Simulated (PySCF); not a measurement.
Sr(Cl)2 cation (Cl2Sr), SMILES [Cl][Sr][Cl] (connectivity only; charge and spin as stated), charge +1, multiplicity 2. Atoms are numbered in the order given.

```xyz
3

Sr     0.0000     0.0000    -1.0802
Cl     0.0000     1.3658     1.2072
Cl     0.0000    -1.3658     1.2072
```
Charge +1, spin multiplicity 2.

Coordinates come from a B3LYP-D3(BJ)/def2-TZVP optimisation. The spin state was assumed, not searched. The isomer is the one that the SMILES or the coordinates give; other isomers of the formula were not compared. The def2 effective core potentials stand for the cores of Sr; spin–orbit coupling is left out.

Method: C-PCM-M06-2X/def2-SVP (PySCF).

The values are the electrostatic part of the solvation free energy, E(continuum) − E(gas) at the gas-phase geometry, in a cavity of scaled van der Waals radii (PySCF's table); cavitation and dispersion terms are not included. A continuum can't describe solvent molecules that bind to the metal.

```csv
solvent,ε,ΔG(elec) (kcal/mol)
water,78.36,-65.6
"N,N-dimethylformamide",37.22,-64.6
chloroform,4.71,-51.9
```
